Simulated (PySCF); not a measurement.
# Correlation energy of Cd+ (cadmium, charge +1)

[Kr] 4d9 5s1 5p1, one real determinant (an excited configuration). Calculation: PySCF 2.14, in aug-cc-pwCVDZ-PP with ECP28MDF (6s6p5d3f, 70 functions); scalar relativity through the core potential. Frozen: 4s2 4p6; 11 electrons correlated.

```
  level  correlation energy (mhartree)
   CCSD                        -312.60
    (T)                          -6.12
CCSD(T)                        -318.72
```

Diagnostics: T1 = 0.0081, D1 = 0.0336, largest double amplitude 0.046.

The real determinant used has ⟨L²⟩ near 8 against 12 for a pure F term, so it mixes terms.

Cost of the coupled-cluster step: of the order of 17 core-seconds, for 11 correlated electrons.

Iterations:

```
CC2 = 0
CCSD nocc = (np.int64(7), np.int64(4)), nmo = (66, 66)
frozen orbitals [[0, 1, 2, 3], [0, 1, 2, 3]]
max_cycle = 100
direct = 0
conv_tol = 1e-08
conv_tol_normt = 1e-06
diis_space = 8
diis_start_cycle = 0
Init t2, MP2 energy = -0.325294214762545
Init E_corr(UCCSD) = -0.325294214762984
cycle = 1  E_corr(UCCSD) = -0.308453413977026  dE = 0.0168408008  norm(t1,t2) = 0.0370268
cycle = 2  E_corr(UCCSD) = -0.311757687725641  dE = -0.00330427375  norm(t1,t2) = 0.0116324
cycle = 3  E_corr(UCCSD) = -0.312134232719783  dE = -0.000376544994  norm(t1,t2) = 0.00693172
cycle = 4  E_corr(UCCSD) = -0.312420835324466  dE = -0.000286602605  norm(t1,t2) = 0.00438893
cycle = 5  E_corr(UCCSD) = -0.312452139982587  dE = -3.13046581e-05  norm(t1,t2) = 0.0036804
cycle = 6  E_corr(UCCSD) = -0.312604122109396  dE = -0.000151982127  norm(t1,t2) = 0.00179966
cycle = 7  E_corr(UCCSD) = -0.312606721503965  dE = -2.59939457e-06  norm(t1,t2) = 0.000423549
cycle = 8  E_corr(UCCSD) = -0.312594348464749  dE = 1.23730392e-05  norm(t1,t2) = 0.000136673
cycle = 9  E_corr(UCCSD) = -0.312596781708419  dE = -2.43324367e-06  norm(t1,t2) = 6.02038e-05
cycle = 10  E_corr(UCCSD) = -0.312597202460648  dE = -4.20752229e-07  norm(t1,t2) = 1.86124e-05
cycle = 11  E_corr(UCCSD) = -0.312596982404935  dE = 2.20055713e-07  norm(t1,t2) = 6.14188e-06
cycle = 12  E_corr(UCCSD) = -0.312596946553032  dE = 3.58519027e-08  norm(t1,t2) = 1.26995e-06
cycle = 13  E_corr(UCCSD) = -0.312596939288658  dE = 7.26437399e-09  norm(t1,t2) = 4.81983e-07
UCCSD converged
E(UCCSD) = -166.4297981081388  E_corr = -0.3125969392886581
UCCSD(T) correction = -0.00611785644649668
```

The reference is one real determinant that mixes LS terms of this configuration.
